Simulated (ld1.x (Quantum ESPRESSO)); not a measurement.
## Building the TM potential for S (Z = 16) (LDA (PZ), scalar-relativistic).

| Property | Result |
| --- | --- |
| Element | sulfur (S) |
| Generator | ld1.x (Quantum ESPRESSO) 7.5 |
| Type | norm-conserving Troullier–Martins (Kleinman–Bylander form) |
| Functional | LDA (PZ) |
| Relativity | scalar-relativistic |
| Frozen core | [Ne] |
| Valence charge | 6 |
| Reference configuration | 3s1.5 3p4.5 |
| Partial waves | 3p (bound): rc 1.65 bohr; 3d channel at -0.15 Ry: rc 1.65 bohr; 3s (bound): rc 1.30 bohr |
| Local potential | the s channel |
| Core correction | a·sin(br)/r model core inside 1.00 bohr |

All-electron outer shells of the reference configuration (LDA (PZ), scalar-relativistic, ld1.x):

```
shell  level (eV)  outermost node (bohr)  outermost maximum (bohr)
   2s     -211.50                   0.13                      0.39
   2p     -157.21                      –                      0.33
   3s      -17.63                   0.60                      1.40
   3p       -7.39                   0.58                      1.59
```

(1) Estimate the cutoffs (Ry, on a coarse ladder) from which the occupation-weighted sum of valence levels, in a spherical-Bessel basis at the reference potential, stays within 10 and 1 mRy of its value at 400 Ry.

(2) Does the potential have ghost states?

(3) Which valence shell sets the plane-wave cutoff?

(4) Tests: 3s2 3p4; 3s2 3p3; 3s2 3p2; 3s1 3p5; 3s2 3p0; 3s2 3p1; 3s1 3p4. Which has the largest error in its energy relative to the reference configuration, and how large is it?

Results:

(1) 35 Ry and 60 Ry.

(2) No extra level below or beside the all-electron valence levels (p, d, s, f tested).

(3) 3s: its level needs 55 Ry to come within 1 mRy, against 25 Ry for 3p.

(4) 3s2 3p0, with +214 meV (all-electron minus pseudo) on +110.27 eV.
